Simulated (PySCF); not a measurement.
Species: CH9NSi2.
Atom-mapped SMILES: `[NH2:1][SiH2:2][CH2:3][SiH3:4]` (hydrogens: H5, H6 on N1; H7, H8 on Si2; H9, H10 on C3; H11, H12, H13 on Si4)

The same species was optimised twice, with GFN2-xTB and with PBE0-D3(BJ)/def2-SVP (PySCF), and the same property calculations (PySCF, gas phase) were run on both structures.

```tsv
coordinate	GFN2-xTB	PBE0-D3(BJ)/def2-SVP	change
Si2–H8 (Å)	1.464	1.495	+0.031
Si4–H11 (Å)	1.464	1.495	+0.031
Si4–H13 (Å)	1.464	1.494	+0.030
Si4–H12 (Å)	1.470	1.498	+0.028
Si2–H7 (Å)	1.477	1.504	+0.027
Si2–C3 (Å)	1.897	1.877	-0.020
C3–H10 (Å)	1.090	1.103	+0.013
N1–Si2 (Å)	1.723	1.736	+0.013
C3–H9 (Å)	1.091	1.104	+0.013
C3–Si4 (Å)	1.896	1.884	-0.012
Si2–C3–Si4 (°)	115.9	112.9	-3.0
C3–Si2–H8 (°)	112.6	110.9	-1.7
H7–Si2–H8 (°)	108.9	107.2	-1.7
N1–Si2–C3 (°)	106.6	108.0	+1.4
C3–Si4–H12 (°)	109.1	110.3	+1.2
Si2–C3–H10 (°)	107.9	109.1	+1.2
Si4–C3–H10 (°)	108.8	109.7	+0.9
H11–Si4–H12 (°)	108.8	107.9	-0.9
N1–Si2–C3–Si4 (°)	53	40	-13
```

Rotational constants: A = 7720, B = 2256, C = 1931 MHz (GFN2-xTB) against A = 7279, B = 2444, C = 2008 MHz (PBE0-D3(BJ)/def2-SVP). Point groups within 0.08 Å: C1 and C1. End groups have turned between the structures, so H5, H6 are left out of the comparison.

On the GFN2-xTB structure: HOMO (eV) -7.29 [PBE0/pcSseg-1]; LUMO (eV) 0.85 [PBE0/pcSseg-1]; dipole (D) 1.41 [PBE0/pcSseg-1]; GIAO shielding of N1 (ppm) 259.2 [PBE0/pcSseg-1]; GIAO shielding of Si2 (ppm) 381.8 [PBE0/pcSseg-1]; GIAO shielding of C3 (ppm) 197.3 [PBE0/pcSseg-1]; GIAO shielding of Si4 (ppm) 424.2 [PBE0/pcSseg-1].

What do these properties become on the PBE0-D3(BJ)/def2-SVP structure?

```
                                    property          level  on GFN2-xTB  on PBE0-D3(BJ)/def2-SVP  change
                                   HOMO (eV)  PBE0/pcSseg-1        -7.29                    -7.36   -0.07
                                   LUMO (eV)  PBE0/pcSseg-1         0.85                     0.74   -0.11
                                  dipole (D)  PBE0/pcSseg-1         1.41                     1.41    0.00
energy, GFN2-xTB geometry as zero (kcal/mol)  PBE0/pcSseg-1          0.0                     -1.6    -1.6
                  GIAO shielding of N1 (ppm)  PBE0/pcSseg-1        259.2                    254.7    -4.5
                 GIAO shielding of Si2 (ppm)  PBE0/pcSseg-1        381.8                    381.2    -0.6
                  GIAO shielding of C3 (ppm)  PBE0/pcSseg-1        197.3                    195.1    -2.2
                 GIAO shielding of Si4 (ppm)  PBE0/pcSseg-1        424.2                    420.5    -3.7
```

The heavy atoms differ by 0.099 Å rms after alignment. Among the bonds compared Si2–H8, Si4–H11 and Si4–H13 change most and about equally (+0.030 to +0.031 Å). Changes are differences of the printed values. Neither structure is proved a minimum here.

The values belong to the conformer `[NH2:1][SiH2:2][CH2:3][SiH3:4]`: N1–Si2–C3–Si4 40°, H–N1–Si2–C3 59°, H–N1–Si2–C3 -159°.
